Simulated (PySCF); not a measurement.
C$_{4}$H$_{6}$Si, charge -1, doublet (typed; the unrestricted solution is spin-contaminated), geometry from GFN2-xTB (a state made from the parent by changing its charge; the spin is typed, not shown lowest) (in this run its highest filled SCF level lies above zero, so its values depend strongly on the basis, on diffuse functions most of all). Base run: PySCF with HF/STO-3G.

Geometry (Å):
```xyz
11

C     -1.2351     0.7620    -0.4111
C      0.0474     1.2681    -0.2847
Si     1.1934    -0.0716     0.2433
C     -0.2134    -1.2581     0.2509
C     -1.3763    -0.6053    -0.1212
H     -2.0879     1.3709    -0.7141
H      0.2666     2.3127    -0.4850
H      1.9564     0.1261     1.5471
H      2.3764    -0.3861    -0.6639
H     -0.2112    -2.3160     0.4963
H     -2.3435    -1.1049    -0.1892
```
Charge -1, spin multiplicity 2.
Orbitals are unrestricted.
All else is at PySCF's defaults.
Base energy -438.46285 Eh.

Each row names what was changed in the base input (with any setting that the change needs).

```csv
change,ΔE vs base (µEh),SCF cycles,<S^2>
base,0.0,12,0.882
diis_space = 2,0.0,25,0.882
conv_tol = 1e-6,0.0,9,0.882
diis = off (with mf.max_cycle = 100),0.0,34,0.882
damp = 0.5; diis_start_cycle = 5,0.0,14,0.882
diis_space = 4,0.0,13,0.882
level_shift = 0.1 (with mf.max_cycle = 100),0.0,13,0.882
conv_tol_grad = 1e-3,0.0,12,0.882
conv_tol = 1e-4,7.2,7,0.877
conv_tol = 1e-12,0.0,17,0.882
init_guess = 1e,0.0,15,0.882
diis_space = 20,0.0,12,0.882
level_shift = 0.3 (with mf.max_cycle = 100),0.0,15,0.882
```

Open shells are given as the SCF converged; they aren't shown to be the lowest states, and a large step between rows can be another state.
